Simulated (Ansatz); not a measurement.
Cost and result for the atomization energy of C2H11GaNOSbSi (`[CH3][SbH][C](N)([GaH2])O[SiH3]`) (18 atoms, 17 bonds).

```xyz
18

C     2.299   -1.634    0.078
Sb    1.896    0.480   -0.039
C    -0.242    0.223   -0.454
N    -0.422   -0.558   -1.618
Ga   -1.197   -0.751    1.050
O    -0.807    1.575   -0.619
Si   -1.453    2.253    0.715
H     2.036   -1.992    1.074
H     3.361   -1.810   -0.090
H     1.711   -2.153   -0.677
H     2.274    0.583   -1.714
H    -1.397   -0.733   -1.837
H     0.051   -0.190   -2.436
H    -2.564   -1.416    0.644
H    -0.480   -1.067    2.411
H    -0.479    2.923    1.611
H    -2.562    3.165    0.356
H    -2.024    1.102    1.543
```

Total charge 0; spin multiplicity 1. Correlated methods include outer-core shells of Ga, Sb, which these sets cover unevenly. Scalar relativity is left out up to krypton. Sb takes the def2 core potential. The geometry is a stationary point of PBE0-D4/def2-TZVP. It is one conformer, not always the lowest. Program: Ansatz. All runs use 5 threads of an AMD EPYC 7R13 on a shared host and a share of an NVIDIA H100 80 GB. Times are those of one run each, without the atoms' runs, and a repeat can differ threefold. Electronic energies, without spin–orbit coupling; frozen cores. CCSD(T)/CBS adds CCSD(T) − MP2 in def2-TZVPP to the MP2 limit, and its time is that of the two runs behind it. T1 = 0.014. With those shells the extrapolation isn't a true limit. B3LYP takes the VWN-RPA correlation (the form of Gaussian; ORCA's B3LYP/G).

CCSD(T)/CBS is a level of theory with its own doubt, some kJ/mol a heavy atom from the limit and from the frozen cores, so smaller differences don't rank the functionals.

```tsv
level	functions	wall time	atomization (kcal/mol)	difference from CCSD(T)/CBS	per bond
B3LYP-D4/def2-TZVPP (with forces)	418	11 s	1376.5	-4.6	-0.3
CCSD(T)/def2-SVP	187	12 s	1277.4	-103.7	-6.1
LDA (SPW92)/def2-TZVPP	418	12 s	1584.4	203.3	12.0
BLYP-D4/def2-TZVPP	418	13 s	1375.5	-5.6	-0.3
r2SCAN-D4/def2-TZVPP (with forces)	418	13 s	1374.3	-6.8	-0.4
B2PLYP/def2-TZVPP	418	13 s	1353.5	-27.6	-1.6
PBE0-D4/def2-TZVPP	418	14 s	1368.7	-12.4	-0.7
B97M-V/def2-TZVPP	418	14 s	1381.7	0.6	0.0
CAM-B3LYP-D4/def2-TZVPP	418	14 s	1381.6	0.5	0.0
ωB97M-V/def2-TZVPP (with forces)	418	17 s	1375.9	-5.2	-0.3
MP2/def2-QZVPP	799	20 s	1373.4	-7.7	-0.5
CCSD(T)/def2-TZVPP	418	39 s	1341.7	-39.4	-2.3
CCSD(T)/CBS(def2)	–	59 s	1381.1	0.0	0.0
```

The D4 term adds +23.4 kcal/mol with B3LYP and +12.5 kcal/mol with PBE0; it sums over pairs of atoms, weighted by their polarisabilities, and B3LYP, whose exchange is more repulsive, gets the larger term. From r2SCAN to r2SCAN0 (25 % exact exchange), in def2-TZVPP and without D4, the atomization energy moves by −23.7 kcal/mol: exact exchange takes away binding that semilocal exchange gives to molecules. Leaving LDA and LC-ωPBE aside and taking each functional with its dispersion term where it has one, the values, not all of them listed here, spread over 57.2 kcal/mol, from BHLYP-D4 to PBE-D4. LDA lies +204.5 kcal/mol from PBE without D4, its usual overbinding.
